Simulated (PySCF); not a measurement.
## 2-bromobenzotrifluoride (FC(F)(F)c1ccccc1Br, C7H4BrF3)

Geometry (Å), atoms numbered from 1 in this order:
```xyz
15

F    -2.833    0.267    0.772
C    -2.148   -0.374   -0.176
F    -2.623    0.022   -1.357
F    -2.430   -1.675   -0.055
C    -0.662   -0.125   -0.057
C     0.189   -1.208    0.170
C     1.564   -1.030    0.290
C     2.103    0.248    0.181
C     1.271    1.341   -0.046
C    -0.107    1.159   -0.163
Br   -1.163    2.690   -0.465
H    -0.245   -2.205    0.253
H     2.211   -1.892    0.468
H     3.180    0.404    0.272
H     1.684    2.347   -0.132
```

Level of theory: quadratic response CAM-B3LYP/aug-cc-pVDZ first hyperpolarisability, Taylor convention, gas phase in PySCF. Geometry: PBE0-D3(BJ)/def2-SVP.

The calculation is non-relativistic, which matters for the atoms heavier than Zn.

Q: What is the first hyperpolarisability, and how does it disperse?

A: In au, Taylor convention; the vector part is βᵢ = ⅓ Σⱼ (βᵢⱼⱼ + βⱼᵢⱼ + βⱼⱼᵢ); β∥ is 3/5 of the vector part along the dipole, the dipole points from − to +:
| process | λ (nm) | β vector norm | β∥ | β HRS | depolarisation ratio |
| --- | --- | --- | --- | --- | --- |
| static β(0;0,0) | ∞ | 214.6 | -128.3 | 82.4 | 6.76 |
| second harmonic β(−2ω;ω,ω) | 1907 | 225.6 | -135.1 | 86.8 | 6.69 |
| Pockels β(−ω;ω,0) | 1907 | 218.1 | -130.5 | – | – |
| second harmonic β(−2ω;ω,ω) | 1064 | 254.9 | -152.9 | 98.6 | 6.54 |
| Pockels β(−ω;ω,0) | 1064 | 226.4 | -135.6 | – | – |

Q: Which lowest excitations, dipole and polarisabilities go with it?

A: S1 5.19 eV (f = 0.021); S2 5.75 eV (f = 0.110); S3 5.85 eV (f = 0.000); dipole 3.45 D; isotropic α 103.5 au static, 103.8 au at 1907 nm, 104.6 au at 1064 nm, 104.9 au at 953.5 nm, 108.6 au at 532 nm.
